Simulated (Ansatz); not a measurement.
Consider the formal exchange of groups at a C–C bond: `O=CC=O` + `C[SiH](O)Cl` → `O=CC[SiH](O)Cl` + `C=O`.

Gas-phase electronic energies from Ansatz, PBE0-D4/def2-TZVP geometries. CCSD(T)/CBS is the MP2 limit (def2-TZVPP, def2-QZVPP) plus CCSD(T) − MP2 in def2-TZVPP, frozen cores. This one scheme is used for every species. Functionals use def2-TZVPP. B3LYP here is the variant with VWN-RPA as its local correlation; programs differ in this. Each species was taken in one conformer, which may not be the lowest.

Q: Is it downhill or uphill in electronic energy at CCSD(T)/CBS, and by how much? (An estimate is asked.)

A: Ansatz gave: Uphill: ΔE = +1.8 kcal/mol.

Q: What do these levels give: r2SCAN-D4, PBE0-D4, ωB97X-V, ωB97M-V, B2PLYP, PBE, PBE0, B3LYP, MP2/def2-TZVPP, SCS-MP2/def2-TZVPP, HF/def2-QZVPP, HF/CBS(def2)? (An estimate is asked.)

A: The calculation gave: r2SCAN-D4 1.7, PBE0-D4 1.3, ωB97X-V 1.7, ωB97M-V 1.7, B2PLYP 2.3, PBE 2.2, PBE0 2.0, B3LYP 2.7, MP2/def2-TZVPP 1.4, SCS-MP2/def2-TZVPP 1.9, HF/def2-QZVPP 2.4, HF/CBS(def2) 2.5 kcal/mol.

Largest T1 diagnostic among the species: 0.016.

The D4 term adds −1.2 kcal/mol with B3LYP and −0.7 kcal/mol with PBE0; it sums over pairs of atoms, weighted by their polarisabilities, and B3LYP, whose exchange is more repulsive, gets the larger term.
